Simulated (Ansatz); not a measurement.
Geometry optimisation, Ansatz, UKS B3LYP-D4/6-31G*.

Input:

```yaml
crystal:
  periodic: [false, false, false]
  atoms:
    - { symbol: B, position_ang: [-0.32355, -2.78123, 0.40964] }
    - { symbol: C, position_ang: [-0.17251, -1.43763, 0.20535] }
    - { symbol: C, position_ang: [-0.02295, -0.1817, 0.02542] }
    - { symbol: C, position_ang: [0.12874, 1.09818, -0.16059] }
    - { symbol: H, position_ang: [0.56486, 1.4887, -1.06402] }
    - { symbol: H, position_ang: [-0.17458, 1.81368, 0.5842] }
magnetization:
  spin_polarized: true
  initial_magnetization: 1
basis:
  gaussian: { orbitals: "6-31G*" }
hamiltonian:
  xc: b3lyp
  dispersion: d4
relax:
  f_tol: 0.02
  max_steps: 50
output:
  orbitals: {}
```

Launched with:

```bash
$ ansatz run input.yaml --threads 1 --pin off --max-ram 2048MiB --backend cpu --events-out ev --progress --plain --runs-dir out
```

Where does it end, and by what steps?

The run converged. After 3 steps the energy has fallen by 0.011 eV; H6 moved furthest, 0.01 Å.

| step | energy less start (eV) | largest force component (eV/Å) | accepted |
| --- | --- | --- | --- |
| 0 | 0.0000 | 0.679 | yes |
| 1 | -0.0103 | 0.104 | yes |
| 2 | 0.0297 | 0.625 | no |
| 3 | -0.0112 | 0.014 | yes |

```xyz
6
Properties=species:S:1:pos:R:3
B -0.328 -2.790 0.407
C -0.170 -1.448 0.211
C -0.022 -0.186 0.027
C 0.130 1.106 -0.161
H 0.569 1.493 -1.076
H -0.179 1.825 0.593
```

The run took 17 s on 1 thread of Arm Neoverse V1 (shared host), peak memory 0.14 GiB.
